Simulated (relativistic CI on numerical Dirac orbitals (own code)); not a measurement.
## Level scheme of Hg76+

Calculated at this level of theory: Dirac-Coulomb-Breit CI, orbitals from a KLI potential per configuration, QED by a radiative potential, unscaled Slater integrals (own radial code, finite nucleus).

Configurations in the expansion (outside the closed core 1s2): 2s², 2s2p, 2p², 2p3s, 2p3p, 2s3s, 2s3p, 2s3d, 2s4s, 2s4p, 2s4d, 2s4f, 3s², 3s3p, 3p². Levels of other configurations are missing.

```
No.  Configuration  Term  J  E (10³ cm⁻¹)    %  Next component (%)  jj configuration (%)
  1            2s²    ¹S  0             0   98            1 2p² ³P           closed (98)
  2           2s2p   ³P°  0          1611  100                            2s 2p1/2 (100)
  3           2s2p   ³P°  1          1907   69              31 ¹P°        2s 2p1/2 (100)
  4            2p²    ³P  0          4490   67               31 ¹S          2p1/2^2 (98)
  5           2s2p   ³P°  2         18705  100                            2s 2p3/2 (100)
  6           2s2p   ¹P°  1         19519   69              31 ³P°        2s 2p3/2 (100)
  7            2p²    ³P  1         21189  100                         2p1/2 2p3/2 (100)
  8            2p²    ¹D  2         21335   66               34 ³P     2p1/2 2p3/2 (100)
  9            2p²    ³P  2         38403   66               34 ¹D         2p3/2^2 (100)
 10            2p²    ¹S  0         39017   68               32 ³P         2p3/2^2 (100)
 11           2s3s    ³S  1        106367  100                               2s 3s (100)
 12           2s3s    ¹S  0        106685   99           1 2p3p ³P            2s 3s (99)
 13           2s3p   ³P°  1        107109   66              33 ¹P°         2s 3p1/2 (99)
 14           2s3p   ³P°  0        107113  100                            2s 3p1/2 (100)
 15           2p3s   ³P°  0        108346  100                            2p1/2 3s (100)
 16           2p3s   ³P°  1        108367   66              33 ¹P°         2p1/2 3s (99)
 17           2p3p    ³D  1        108791   74               22 ¹P     2p1/2 3p1/2 (100)
 18           2p3p    ³P  0        109298   67               32 ¹S      2p1/2 3p1/2 (99)
 19           2s3p   ³P°  2        112169  100                            2s 3p3/2 (100)
 20           2s3p   ¹P°  1        112235   67              33 ³P°        2s 3p3/2 (100)
 21           2s3d    ³D  1        112463  100                            2s 3d3/2 (100)
 22           2s3d    ³D  2        112508   67               33 ¹D         2s 3d3/2 (99)
 23           2s3d    ³D  3        113799  100                            2s 3d5/2 (100)
 24           2s3d    ¹D  2        113883   50               22 ³D         2s 3d5/2 (71)
 25           2p3p    ³P  1        114062   49               30 ³S     2p1/2 3p3/2 (100)
 26           2p3p    ³D  2        114136   37               23 ¹D      2p1/2 3p3/2 (72)
 27           2p3s   ³P°  2        125640  100                            2p3/2 3s (100)
 28           2p3s   ¹P°  1        125729   67              33 ³P°        2p3/2 3s (100)
 29           2p3p    ³P  1        126290   51               28 ³S     2p3/2 3p1/2 (100)
 30           2p3p    ³D  2        126299   49               34 ¹D     2p3/2 3p1/2 (100)
 31           2p3p    ³D  3        131206  100                         2p3/2 3p3/2 (100)
 32           2p3p    ¹P  1        131215   55               38 ³S     2p3/2 3p3/2 (100)
 33           2p3p    ³P  2        131497   66               34 ¹D     2p3/2 3p3/2 (100)
 34           2p3p    ¹S  0        131754   67               33 ³P     2p3/2 3p3/2 (100)
 35           2s4s    ³S  1        142630  100                               2s 4s (100)
 36           2s4s    ¹S  0        142745  100                               2s 4s (100)
 37           2s4p   ³P°  0        142920  100                            2s 4p1/2 (100)
 38           2s4p   ³P°  1        142921   67              33 ¹P°        2s 4p1/2 (100)
 39           2s4p   ³P°  2        145030  100                            2s 4p3/2 (100)
 40           2s4p   ¹P°  1        145051   67              33 ³P°        2s 4p3/2 (100)
 41           2s4d    ³D  1        145147  100                            2s 4d3/2 (100)
 42           2s4d    ³D  2        145165   66               34 ¹D        2s 4d3/2 (100)
 43           2s4d    ³D  3        145718  100                            2s 4d5/2 (100)
 44           2s4d    ¹D  2        145770   66               34 ³D        2s 4d5/2 (100)
 45           2s4f   ³F°  3        145793   59              41 ¹F°        2s 4f5/2 (100)
```

Energies count from the lowest computed level; ° marks odd parity. Filled j subshells are mostly left out of the jj labels.

The mean weight of the leading LS term, summed over parents, in these 45 levels is 78 %, and that of the leading jj configuration (from the same eigenvectors) 99 %, so jj coupling describes them better and the LS labels are nominal.

At this charge energies of transitions that change n are usually good to better than 1 %, and those within a shell (Δn = 0) to a few per cent.

LS names give the leading component of a level, which can be under half, so a name can repeat, a term be missing and a line seem to break the LS rules.
